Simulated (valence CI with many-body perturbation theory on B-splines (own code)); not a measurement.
# Level structure of Gd XXV

Computed by configuration interaction combined with many-body perturbation theory (CI+MBPT): four valence electrons over a frozen Dirac-Fock core [Kr], radial functions for each j: 9 s, 9 p, 10 d, 8 f, 5 g, 3 h, 1 i, with the one-electron correlation potential Σ1, the two-electron term Σ2, the three-electron term Σ3, Breit, model QED; selected CI, second order for the rest (own B-spline code, finite nucleus).

No measured levels were compared; by estimate terms of the open shell hold to 2 to 4 % of their energy, and close levels can change places. Only levels of the ground parity were solved; by the run's estimate the other parity begins above the list, which can be wrong where configurations are misplaced.

Levels 1 to 34 of 34, with energies above the lowest level, (4d3/2^4) J=0. "Leading %" is the weight of the configuration and term that name the level; weights of strongly mixed levels are sums over their largest components and can fall short. In the jj column 3d3/2^4 stands for four electrons in 3d with j = 3/2. Lifetimes count E1, E2, E3, M1 and M2 decay at the calculated energies, and are blank where another channel may lead or the interval is too uncertain; long ones can be off by a factor of two.

| No. | Configuration | Term | J | E (cm⁻¹) | Leading % | g | Leading jj | Lifetime |
| --- | --- | --- | --- | --- | --- | --- | --- | --- |
| 1 | 4d⁴ | ³P | 0 | 0 | 51 |  | 4d3/2^4 (93 %) |  |
| 2 | 4d⁴ | ⁵D | 1 | 40789 | 71 | 1.498 | 4d3/2^3 4d5/2 (94 %) | 475 μs |
| 3 | 4d⁴ | ⁵D | 2 | 63674 | 72 | 1.381 | 4d3/2^3 4d5/2 (63 %) | 2.39 ms |
| 4 | 4d⁴ | ³F | 4 | 71301 | 31 | 1.144 | 4d3/2^3 4d5/2 (91 %) |  |
| 5 | 4d⁴ | ⁵D | 3 | 74479 | 52 | 1.294 | 4d3/2^3 4d5/2 (67 %) | 28.5 ms |
| 6 | 4d⁴ | ⁵D | 0 | 106520 | 56 |  | 4d3/2^2 4d5/2^2 (90 %) | 93.1 μs |
| 7 | 4d⁴ | ⁵D | 4 | 111640 | 43 | 1.148 | 4d3/2^2 4d5/2^2 (87 %) | 424 μs |
| 8 | 4d⁴ | ³F | 2 | 117970 | 38 | 1.025 | 4d3/2^2 4d5/2^2 (70 %) | 176 μs |
| 9 | 4d⁴ | ³G | 3 | 118180 | 52 | 1.030 | 4d3/2^2 4d5/2^2 (69 %) | 326 μs |
| 10 | 4d⁴ | ³H | 5 | 128250 | 70 | 1.080 | 4d3/2^2 4d5/2^2 (99 %) | 657 μs |
| 11 | 4d⁴ | ³P | 1 | 133210 | 56 | 1.223 | 4d3/2^2 4d5/2^2 (85 %) | 191 μs |
| 12 | 4d⁴ | ³H | 6 | 136180 | 57 | 1.094 | 4d3/2^2 4d5/2^2 (97 %) | 213 ms |
| 13 | 4d⁴ | ³G | 4 | 145520 | 62 | 1.030 | 4d3/2^2 4d5/2^2 (94 %) | 1.29 ms |
| 14 | 4d⁴ | ³F | 3 | 148020 | 41 | 1.144 | 4d3/2^2 4d5/2^2 (86 %) | 365 μs |
| 15 | 4d⁴ | ³D | 2 | 148160 | 40 | 1.131 | 4d3/2^2 4d5/2^2 (90 %) | 992 μs |
| 16 | 4d⁴ | ³F | 4 | 170250 | 42 | 1.209 | 4d3/2 4d5/2^3 (61 %) | 157 μs |
| 17 | 4d⁴ | ³F | 2 | 175910 | 37 | 1.038 | 4d3/2^2 4d5/2^2 (77 %) | 125 μs |
| 18 | 4d⁴ | ³F | 3 | 183230 | 48 | 1.120 | 4d3/2 4d5/2^3 (89 %) | 102 μs |
| 19 | 4d⁴ | ³G | 5 | 194170 | 70 | 1.149 | 4d3/2 4d5/2^3 (99 %) | 228 μs |
| 20 | 4d⁴ | ³D | 1 | 194850 | 68 | 0.814 | 4d3/2 4d5/2^3 (89 %) | 74.9 μs |
| 21 | 4d⁴ | ³F | 4 | 196450 | 48 | 1.112 | 4d3/2^2 4d5/2^2 (69 %) | 217 μs |
| 22 | 4d⁴ | ¹I | 6 | 198270 | 57 | 1.068 | 4d3/2 4d5/2^3 (97 %) | 241 μs |
| 23 | 4d⁴ | ³P | 2 | 204880 | 61 | 1.337 | 4d3/2^2 4d5/2^2 (64 %) | 431 μs |
| 24 | 4d⁴ | ¹S | 0 | 213510 | 54 |  | 4d3/2 4d5/2^3 (79 %) |  |
| 25 | 4d⁴ | ³F | 2 | 218660 | 60 | 0.979 | 4d3/2 4d5/2^3 (61 %) | 113 μs |
| 26 | 4d⁴ | ¹F | 3 | 219890 | 44 | 1.085 | 4d3/2 4d5/2^3 (93 %) |  |
| 27 | 4d⁴ | ³F | 3 | 250370 | 69 | 1.064 | 4d3/2 4d5/2^3 (98 %) |  |
| 28 | 4d⁴ | ³P | 1 | 251330 | 94 | 1.458 | 4d3/2 4d5/2^3 (95 %) | 107 μs |
| 29 | 4d⁴ | ¹G | 4 | 255130 | 76 | 1.034 | 4d3/2 4d5/2^3 (70 %) |  |
| 30 | 4d⁴ | ³P | 0 | 255490 | 52 |  | 4d3/2^2 4d5/2^2 (61 %) |  |
| 31 | 4d⁴ | ¹D | 2 | 259040 | 56 | 1.083 | 4d3/2 4d5/2^3 (48 %) | 120 μs |
| 32 | 4d⁴ | ³F | 4 | 267780 | 53 | 1.158 | 4d5/2^4 (71 %) | 71.7 μs |
| 33 | 4d⁴ | ¹D | 2 | 302950 | 66 | 1.009 | 4d5/2^4 (52 %) | 67.0 μs |
| 34 | 4d⁴ | ¹S | 0 | 364480 | 73 |  | 4d5/2^4 (66 %) | 38.4 μs |

The ionisation energy to 4d³ ⁴F3/2 of the next ion comes out as 811.13 eV (NIST: 810 ± 4 eV (theoretical)). All 34 levels together are meant to be complete up to 379070 cm⁻¹.
